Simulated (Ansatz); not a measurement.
`CC(F)(F)C(F)(F)C(F)(F)C(F)(F)C(F)(F)C(F)(F)C(F)(F)C(F)(F)C(F)(F)C(F)(F)C(F)(F)C(C)(F)F`. Total charge 0; triplet. Geometry PBE-D4/def2-SVP, that of the neutral singlet.

```csv
atom,x (Å),y (Å),z (Å)
C1,-2.653,6.566,-1.104
C2,-2.324,5.330,-1.909
F3,-3.476,4.786,-2.405
F4,-1.528,5.644,-2.979
C5,-1.615,4.174,-1.118
F6,-1.769,3.018,-1.807
F7,-2.235,4.047,0.090
C8,-0.085,4.375,-0.879
F9,0.125,5.649,-0.432
F10,0.577,4.213,-2.042
C11,0.588,3.453,0.209
F12,1.910,3.760,0.178
F13,0.090,3.787,1.419
C14,0.434,1.908,0.003
F15,0.624,1.614,-1.306
F16,-0.822,1.556,0.369
C17,1.464,1.077,0.841
F18,2.683,1.184,0.273
F19,1.513,1.595,2.095
C20,1.138,-0.456,1.034
F21,2.204,-0.966,1.701
F22,0.039,-0.561,1.815
C23,0.920,-1.287,-0.268
F24,-0.285,-0.968,-0.793
F25,1.890,-0.953,-1.158
C26,1.008,-2.857,-0.128
F27,0.688,-3.341,-1.354
F28,2.288,-3.179,0.158
C29,0.068,-3.513,0.930
F30,-1.161,-2.943,0.821
F31,0.562,-3.255,2.164
C32,-0.164,-5.062,0.804
F33,-0.893,-5.300,-0.315
F34,-0.925,-5.395,1.886
C35,1.080,-5.998,0.791
C36,0.714,-7.460,0.914
F37,1.904,-5.621,1.815
F38,1.750,-5.782,-0.384
H39,-3.322,6.299,-0.267
H40,-1.735,7.033,-0.707
H41,-3.170,7.277,-1.775
H42,0.036,-7.747,0.089
H43,1.645,-8.053,0.849
H44,0.219,-7.649,1.883
```

Single mean-field runs in def2-SVP are fitted with def2-universal-jkfit. At PBE0-D4/def2-SVP a singlet of charge 0 lies 8.18 eV below the triplet at the same geometry.

Problem. Estimate the α-spin orbital energies around the gap (eV) in Ansatz with PBE-D4/def2-SVP, PBE0-D4/def2-SVP.

Solution. 
```
orbital  PBE-D4/def2-SVP  PBE0-D4/def2-SVP
 HOMO−5            -8.90            -11.08
 HOMO−4            -8.44            -10.63
 HOMO−3            -8.22            -10.25
 HOMO−2            -8.00            -10.03
 HOMO−1            -7.91             -9.88
   HOMO            -0.97             -1.85
   LUMO            -0.75              0.14
 LUMO+1            -0.47              0.47
 LUMO+2            -0.40              0.50
 LUMO+3             0.01              1.01
 LUMO+4             0.15              1.07
 LUMO+5             0.61              1.60
 β HOMO            -7.90             -9.81
 β LUMO            -7.70             -8.15
```
